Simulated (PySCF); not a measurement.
A structure optimised at PBE-D3(BJ)/def2-TZVP, used in a PySCF frequency run:

```
Be
F 1 1.3848
Cl 1 1.8139 2 180.00
```
Charge 0, spin multiplicity 1.

### Question
Write its SMILES, formula and point group.

### Answer
[F][Be][Cl], BeClF, C∞v

### Question
What are its rotational constants (standard atomic weights)?

### Answer
3.8778 GHz (linear rotor, B only)
